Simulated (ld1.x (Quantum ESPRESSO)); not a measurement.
# Al (Z = 13) ultrasoft: all-electron and pseudo phase curves

Al, ultrasoft, made with ld1.x (Quantum ESPRESSO) 7.5 (PBEsol, scalar-relativistic). Core [Ne], reference 3s2 3p1. Waves: 3s (bound): rcut 1.45, rcutus 1.80 bohr; 3s channel at 0.95 Ry: rcut 1.45, rcutus 1.80 bohr; 3p (bound): rcut 2.25, rcutus 2.75 bohr; 3p channel at 2.7 Ry: rcut 2.25, rcutus 2.75 bohr; 3d channel at 0.25 Ry: rcut 1.85, rcutus 2.50 bohr. Local part: all-electron potential smoothed inside 2.05 bohr (lloc = -1). Core correction: Bessel-smoothed model core inside 0.95 bohr. Augmentation charge: PSQ, radius 1.60 bohr.

The phase is arctan(r·u′/u) with u = r·R(r), unwrapped; energies in Ry, scanned from -3 to 5 Ry. A pole is an energy at which the radial function vanishes at the test radius. The pseudo phase is shifted by a multiple of π to meet the all-electron one at the reference energy, and phase errors are pseudo minus all-electron; the curves can meet again beyond the range given. Levels narrower than the energy grid can be missing from the lists of poles.

```tsv
channel	radius (bohr)	reference energy (Ry)	poles, all-electron	poles, pseudo	unbroken range about the reference energy with phases within 0.05 rad	phase error 1 Ry above the reference energy (rad)
s	3.02	-0.57	0.15	0.15, 4.88	the whole range	-0.000
p	3.02	-0.20	0.85	0.84	the whole range	-0.002
d	3.02	0.25	1.68	1.71	below 2.7	+0.004
```

Phases in the p channel:

| E (Ry) | all-electron | pseudo |
| --- | --- | --- |
| -3.00 | 1.363 | 1.362 |
| -2.52 | 1.339 | 1.338 |
| -2.04 | 1.305 | 1.304 |
| -1.56 | 1.251 | 1.250 |
| -1.08 | 1.145 | 1.143 |
| -0.60 | 0.833 | 0.832 |
| -0.12 | -0.602 | -0.602 |
| 0.36 | -1.376 | -1.377 |
| 0.84 | -1.568 | -1.570 |
| 1.32 | -1.675 | -1.677 |
| 1.80 | -1.779 | -1.781 |
| 2.28 | -1.949 | -1.950 |
| 2.76 | -2.468 | -2.468 |
| 3.24 | -3.891 | -3.903 |
| 3.72 | -4.390 | -4.402 |
| 4.20 | -4.543 | -4.557 |
| 4.68 | -4.619 | -4.636 |
